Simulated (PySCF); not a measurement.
A PySCF script (with the pyscf-properties extension) for the NMR shieldings of `[SiH3]OC1CC1`, C$_{3}$H$_{8}$OSi, on a PBE0-D3(BJ)/def2-SVP geometry:

```python
import basis_set_exchange as bse
import numpy as np
from pyscf import gto, dft
from pyscf.prop import nmr

atoms = """
Si    2.133647    0.911817    0.389266
O     0.846076   -0.054234    0.839582
C     0.068256   -0.715040   -0.101899
C    -1.354390   -0.977778    0.249061
C    -1.016247    0.032706   -0.817511
H     2.765087    1.377333    1.652595
H     1.674529    2.083363   -0.419285
H     3.117755    0.129492   -0.422672
H     0.604745   -1.492380   -0.663373
H    -1.683877   -0.588710    1.215621
H    -1.799572   -1.932114   -0.043175
H    -1.222240   -0.207386   -1.864085
H    -1.137640    1.087792   -0.557640
"""
names = dict.fromkeys(["Si", "O", "C", "H"], "pcSseg-2")
basis = {el: gto.basis.parse(bse.get_basis(n, elements=[el], fmt="nwchem")) for el, n in names.items()}
mol = gto.M(atom=atoms, basis=basis, charge=0, verbose=0)
mf = dft.RKS(mol, xc="GGA_XC_KT2")
mf.grids.level = 2
mf.grids.alignment = dft.numint.BLKSIZE   # the property module wants whole blocks of grid points
mf.conv_tol = 1e-9
mf.kernel()

calc = nmr.RKS(mf)   # GIAO
sigma = calc.kernel()   # uncoupled for a functional without exact exchange
for i, s in enumerate(sigma):   # ppm
    print("%2d %-2s %9.2f" % (i, mol.atom_pure_symbol(i), np.trace(s) / 3))
```

Q: What are the results?

A: 
```
 0 Si    385.56
 1 O     284.07
 2 C     128.97
 3 C     173.99
 4 C     174.88
 5 H      26.31
 6 H      26.16
 7 H      26.16
 8 H      27.70
 9 H      30.65
10 H      30.70
11 H      30.79
12 H      30.75
```

These numbers come from an equivalent density-fitted implementation of the same equations, which agrees with the script to about 0.01 ppm for H and up to a few tenths of a ppm for heavy atoms, so last digits may differ.

Q: Turn these shieldings into chemical shifts. References, each an isolated molecule treated in the same way: TMS for 29Si (σ = 350.99 ppm) and 13C (σ = 182.28 ppm) and 1H (σ = 31.18 ppm); 17O (σ = 324.36 ppm) against H2O.

A: Averaging equivalent atoms: Si 0: -34.6; O 1: 40.3; C 2: 53.3; C 3/4: 7.8; H 5/6/7: 4.97; H 8: 3.48; H 9/12: 0.47; H 10/11: 0.43 ppm. Experimental scales use liquid or dissolved standards, which lie at an offset from isolated H2O (liquid H2O: subtract about 36 ppm).

Size and cost of the density-fitted run: 299 basis functions, 41 s wall time on 1 thread of an Arm Neoverse V2, shared host; peak memory 0.93 GiB.
